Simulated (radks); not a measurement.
Results of a calculation; reference values are marked as such.
Ionisation of Mg, [Ne] 3s2, to Mg+, [Ne] 3s1, under several functionals. Dirac Kohn-Sham, spin-unpolarised, spherical densities, finite nucleus; a radial shooting solver on a logarithmic mesh with Libxc functionals.

| functional | E(Mg) (hartree) | Exc (hartree) | IE (eV) | -e(HOMO) (eV) | <r> HOMO (bohr) | IE error (eV) |
|---|---|---|---|---|---|---|
| BLYP | -200.41795 | -16.48150 | 7.894 | 4.572 | 3.136 | +0.248 |
| PBEsol | -199.84041 | -15.88115 | 7.921 | 4.679 | 3.153 | +0.274 |
| BP86 | -200.42003 | -16.48376 | 8.085 | 4.817 | 3.141 | +0.439 |
| OLYP | -200.40393 | -16.48416 | 7.706 | 4.495 | 3.191 | +0.060 |
| SOGGA | -199.75842 | -15.79752 | 7.829 | 4.605 | 3.163 | +0.183 |
| exchange-only B88 | -199.95715 | -16.00553 | 7.324 | 4.060 | 3.202 | -0.322 |

NIST Atomic Spectra Database: 7.646 eV (measured). Closest: OLYP. The Delta-SCF values span 0.76 eV, the total energies 0.66 hartree. The highest occupied level is 3s1/2. Spin polarisation and multiplet splitting are left out, so open shells lie too high by an amount that depends on their filling.

Beside tabulated values, note that spin-unpolarised runs miss the spin-polarisation part of the exchange energy of open shells.
